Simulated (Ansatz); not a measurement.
One change: `CC(C)[O][Ga]([SH])[CH](C)C` becomes `C[CH](C)[Ga]([SH])[SH]`.

Ansatz, PBE0-D4/def2-TZVP geometries, multiplicity 1. Each molecule was computed in one conformer, which needn't be the lowest.

Scalar relativity is left out up to krypton.

| property | `CC(C)[O][Ga]([SH])[CH](C)C` |
| --- | --- |
| HOMO–LUMO gap (PBE0/def2-TZVPP) / eV | 6.86 |
| LUMO energy (PBE0/def2-TZVPP) / eV | -0.42 |
| size of the dipole moment (ωB97M-V/def2-TZVPP) / D | 3.10 |
| HOMO–LUMO gap (ωB97M-V/def2-TZVPP) / eV | 10.74 |
| HOMO energy (ωB97M-V/def2-TZVPP) / eV | -9.51 |
| size of the dipole moment (B3LYP/def2-TZVPP) / D | 3.10 |

(1) What does the change do to each property? (An estimate is asked.)

Results:

(1) The calculation gave: 
| property | `C[CH](C)[Ga]([SH])[SH]` | shift |
| --- | --- | --- |
| HOMO–LUMO gap (PBE0/def2-TZVPP) / eV | 6.55 | -0.31 |
| LUMO energy (PBE0/def2-TZVPP) / eV | -0.77 | -0.35 |
| size of the dipole moment (ωB97M-V/def2-TZVPP) / D | 2.06 | -1.04 |
| HOMO–LUMO gap (ωB97M-V/def2-TZVPP) / eV | 10.40 | -0.34 |
| HOMO energy (ωB97M-V/def2-TZVPP) / eV | -9.49 | 0.02 |
| size of the dipole moment (B3LYP/def2-TZVPP) / D | 2.07 | -1.03 |

Dipoles are sizes alone; their direction can turn.

B3LYP here is the variant with VWN-RPA as its local correlation; programs differ in this.
